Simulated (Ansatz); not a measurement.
Ideal-gas functions of CH5FNSi (`C[Si](N)F`) radical at 500 K and 1 bar, from an Ansatz frequency run at PBE0-D4/def2-TZVP.

Molar mass 78.14 g/mol, point group C1 (symmetry number 1), electronic degeneracy 2, moments of inertia 75.176, 83.282, 141.625 u Å². Harmonic wavenumbers (cm⁻¹, unscaled): 111, 139, 214, 278, 334, 439, 663, 726, 757, 819, 858, 912, 1258, 1437, 1445, 1578, 3045, 3133, 3149, 3591, 3685.

Use S(trans) = R[1.5 ln M + 2.5 ln T − 1.1517]; rotational temperatures θ = 24.2544 K / I; S(rot) = R[ln(√π/σ · √(T³/θAθBθC)) + 1.5]; for each mode x = 1.438777 ν̃/T, S = R[x/(eˣ − 1) − ln(1 − e⁻ˣ)] and H = RT x/(eˣ − 1); 1 cm⁻¹ = 0.0119627 kJ/mol; R = 8.31446 J/(mol·K).

**Question.** By hand: the entropy, in J/(mol·K).

**Answer.** Translation 174.0. Rotation: θ = 0.3226, 0.2912, 0.1713 K, giving 111.9. Vibration, mode by mode: 17.84, 15.99, 12.48, 10.39, 8.96, 6.90, 4.10, 3.55, 3.31, 2.88, 2.63, 2.33, 1.05, 0.69, 0.68, 0.50, 0.01, 0.01, 0.01, 0.00, 0.00, in all 94.3. Electronic 5.8. Sum 386.0 J/(mol·K).

**Question.** By hand: H − E and G − E in kJ/mol, counted from the electronic energy.

**Answer.** Zero-point energy ½ × 28571 × 0.0119627 = 170.9; thermal vibration 25.0; translation, rotation and pV give 4 RT = 16.6. H − E = 212.5 kJ/mol, and G − E = 212.5 − 500 × 386.0/1000 = 19.5 kJ/mol.

Vibration gives 24 % of the entropy, 33.8 J/(mol·K) of it from the modes under 150 cm⁻¹: soft modes count most, and the harmonic formula is weakest for them. The sum counts one conformer and one mirror image; others add a mixing term.
